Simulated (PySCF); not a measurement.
## Calculated data, Cl2GeH2N, GeH5N2O, AlGeH2NO, BGeH2NO

Calculation on a computer-drawn molecule: the log of a Hartree-Fock and frozen-core CCSD(T) single point meant for a local Hartree-Fock minimum, with one planted fault or none, to be diagnosed. Offsets are logged minus clean, where the clean run is the same molecule without the fault. The reference is restricted for singlets and unrestricted otherwise, and also for a bond in bohr or an excited solution. Adding or removing an electron swaps singlet and doublet. The excited solution moves the top pair (singlet) or top alpha electron (doublet) to the lowest empty orbital. Highest occupied and lowest empty are orbital energies over both spins, largest force is the largest gradient component, triples share is (T) over the correlation energy, the T1 limit is 0.02 restricted and 0.045 unrestricted, electrons count all cores, a negative frequency is imaginary (commonest isotopes), and the dipole is about the centre of nuclear charge; on germanium a core potential holds 10 electrons, which the energies leave out, and 3d is frozen in MP2 and coupled-cluster steps. Program: PySCF 2.14.0.

Common to all runs: meant charge 0; meant basis and core potential on germanium cc-pVDZ-PP ECP10MDF; logged SCF converged yes; possible faults no fault, one electron removed, one electron added, multiplicity raised by two, geometry at a saddle point, SCF held on an excited solution, minimal basis STO-3G, one bond length entered in bohr, all coordinates scaled.

(1) Cl2GeH2N

Logged structure:
```xyz
6
Cl2GeH2N
N     -0.2744     1.5129     0.3875
Ge    -0.8975     2.8729    -0.6540
Cl    -2.1097     1.9473    -2.2010
Cl    -2.1559     4.0926     0.6300
H      0.2260     1.8015     1.2117
H      0.2505     0.8068    -0.1013
```

* meant multiplicity: 2
* meant basis: cc-pV(D+d)Z
* logged electrons: 75
* logged basis functions: 93
* logged spin squared: 3.7647
* logged highest occupied: -3.2345 eV
* logged lowest empty: -1.7553 eV
* logged largest force: 0.081652 hartree/bohr
* logged T1 diagnostic: 0.025876
* logged D1 diagnostic: 0.13379
* logged triples share: 0.027241
* logged CC converged: yes
* logged dipole magnitude: 2.8748 debye
* logged SCF stable within its kind: yes
* logged energy HF: -1267.83976 hartree
* logged energy CCSD(T): -1268.39154 hartree
* planted fault: multiplicity raised by two
* HF energy offset from clean run: 153.5 kcal/mol
* CCSD(T) energy offset from clean run: 167.5 kcal/mol

Drawn bonds:
```csv
atom,other atom,order
1,2,1
2,3,1
2,4,1
1,5,1
1,6,1
```

(2) GeH5N2O

Logged structure:
```xyz
9
GeH5N2O
N      0.1226    -1.6822     1.7478
Ge     0.3030    -0.0878     0.8451
N      2.0672     0.0559     0.3253
O     -0.6632    -0.2852    -0.6415
H      0.1196    -1.6096     2.7508
H     -0.7026    -2.1859     1.4654
H      2.4436     0.9877     0.3035
H      2.6841    -0.5286     0.8652
H     -0.1207    -0.3448    -1.4169
```

* meant multiplicity: 2
* meant basis: cc-pVDZ
* logged electrons: 59
* logged basis functions: 90
* logged spin squared: 0.8889
* logged highest occupied: -1.8291 eV
* logged lowest empty: -1.0627 eV
* logged largest force: 0.046095 hartree/bohr
* logged dipole magnitude: 2.0464 debye
* logged SCF stable within its kind: no
* logged energy HF: -479.8444 hartree
* planted fault: SCF held on an excited solution
* HF energy offset from clean run: 146 kcal/mol

Drawn bonds:
```csv
atom,other atom,order
1,2,1
2,3,1
2,4,1
1,5,1
1,6,1
3,7,1
3,8,1
4,9,1
```

Notes: coupled-cluster numbers left out as unreliable.

(3) AlGeH2NO

Logged structure:
```xyz
6
AlGeH2NO
N      1.3119    -1.3202    -0.5431
Ge     1.5118    -1.4207    -2.3375
Al    -1.0385    -1.0207    -2.8897
O     -2.5596    -0.7816    -3.2323
H      2.1173    -1.4307     0.0475
H      0.4858    -1.1634     0.0017
```

* meant multiplicity: 1
* meant basis: cc-pV(D+d)Z
* logged electrons: 63
* logged basis functions: 84
* logged spin squared: 0.7615
* logged highest occupied: -1.3634 eV
* logged lowest empty: 6.1607 eV
* logged largest force: 0.047405 hartree/bohr
* logged T1 diagnostic: 0.027583
* logged D1 diagnostic: 0.077787
* logged triples share: 0.035889
* logged CC converged: yes
* logged dipole magnitude: 6.3069 debye
* logged SCF stable within its kind: yes
* logged energy HF: -665.79085 hartree
* logged energy CCSD(T): -666.33752 hartree
* planted fault: one electron added
* HF energy offset from clean run: -15.65 kcal/mol
* CCSD(T) energy offset from clean run: -15.22 kcal/mol

Drawn bonds:
```csv
atom,other atom,order
1,2,1
2,3,1
3,4,2
1,5,1
1,6,1
```

(4) AlGeH2NO

Structure as in entry 3.

- meant multiplicity: 1
- meant basis: cc-pV(D+d)Z
- logged electrons: 62
- logged basis functions: 84
- logged spin squared: 2.0502
- logged highest occupied: -7.3793 eV
- logged lowest empty: -1.3782 eV
- logged largest force: 0.034112 hartree/bohr
- logged T1 diagnostic: 0.035707
- logged D1 diagnostic: 0.12011
- logged triples share: 0.039276
- logged CC converged: yes
- logged dipole magnitude: 6.5762 debye
- logged SCF stable within its kind: yes
- logged energy HF: -665.70941 hartree
- logged energy CCSD(T): -666.23766 hartree
- planted fault: multiplicity raised by two
- HF energy offset from clean run: 35.46 kcal/mol
- CCSD(T) energy offset from clean run: 47.44 kcal/mol

Drawn bonds:
```csv
atom,other atom,order
1,2,1
2,3,1
3,4,2
1,5,1
1,6,1
```

(5) AlGeH2NO

Structure as in entry 3.

* meant multiplicity: 1
* meant basis: cc-pV(D+d)Z
* logged electrons: 62
* logged basis functions: 84
* logged spin squared: 0
* logged highest occupied: -6.0179 eV
* logged lowest empty: -3.2841 eV
* logged largest force: 0.069804 hartree/bohr
* logged dipole magnitude: 6.0363 debye
* logged SCF stable within its kind: no
* logged energy HF: -665.5356 hartree
* planted fault: SCF held on an excited solution
* HF energy offset from clean run: 144.5 kcal/mol

Drawn bonds:
```csv
atom,other atom,order
1,2,1
2,3,1
3,4,2
1,5,1
1,6,1
```

Notes: coupled-cluster numbers left out as unreliable.

(6) BGeH2NO

Logged structure:
```xyz
6
BGeH2NO
N     -0.9821    -1.8434     0.7471
Ge     0.4225    -0.8127     1.4982
B      1.8765    -2.5521     1.5646
O      2.7033    -3.4887     1.6156
H     -1.9156    -1.4017     0.5336
H     -0.9686    -2.8660     0.4930
```

- meant multiplicity: 1
- meant basis: cc-pVDZ
- logged electrons: 54
- logged basis functions: 75
- logged spin squared: 0
- logged highest occupied: -10.073 eV
- logged lowest empty: 0.2721 eV
- logged largest force: 0.073835 hartree/bohr
- logged T1 diagnostic: 0.026449
- logged D1 diagnostic: 0.084514
- logged triples share: 0.037301
- logged CC converged: yes
- logged dipole magnitude: 4.9864 debye
- logged SCF stable within its kind: yes
- logged energy HF: -448.58637 hartree
- logged energy CCSD(T): -449.14959 hartree
- planted fault: all coordinates scaled, by +5.1 %
- HF energy offset from clean run: 10.15 kcal/mol
- CCSD(T) energy offset from clean run: 2.209 kcal/mol

Drawn bonds:
```csv
atom,other atom,order
1,2,1
2,3,1
3,4,2
1,5,1
1,6,1
```

Notes: T1 above single-reference limit.
